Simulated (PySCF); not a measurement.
Mean harmonic wavenumber (cm⁻¹) of eight silicon and germanium compounds: PBE-D3(BJ) beside PBE0-D3(BJ), computed with PySCF for isolated molecules in the bases named; differences from unrounded values. The eight are the first of their class met in an unordered collection, after screening for sound electronic states; none was chosen by its value. Each level has its own optimised geometry.

```csv
molecule,basis,PBE0-D3(BJ),PBE-D3(BJ),difference
"CH5F2NOSi, SMILES NC[Si](O)(F)F",def2-SVP,1235,1192,-42
"Si(F)(H)(SiH3)2 (FH₇Si₃), SMILES F[SiH]([SiH3])[SiH3]",def2-SVP,995,962,-33
"F2GeH3NO, SMILES [NH2][Ge]([OH])([F])[F]",def2-SVP,1088,1049,-38
"C2H6ClFSi2, SMILES C=C(F)[Si@H]([SiH3])Cl",def2-SVP,1030,993,-37
"CH10N2Si3, SMILES N[Si@@H]1N[SiH2]C[SiH2]1",def2-SVP,1187,1148,-39
"C3H10OSi2, SMILES C[Si@@H]1C[SiH2]CO1",def2-SVP,1276,1234,-42
"H8N2OSi2, SMILES N[SiH2]N[SiH2]O",def2-SVP,1220,1182,-38
"Si(F)(OH)(OMe)(NH2) (CH6FNO2Si), SMILES CO[Si](N)(O)F",def2-SVP,1271,1227,-44
```

PBE-D3(BJ) lies below PBE0-D3(BJ) in 8 and above it in 0 of the eight; the mean signed difference is -39 and the largest -44 cm⁻¹.
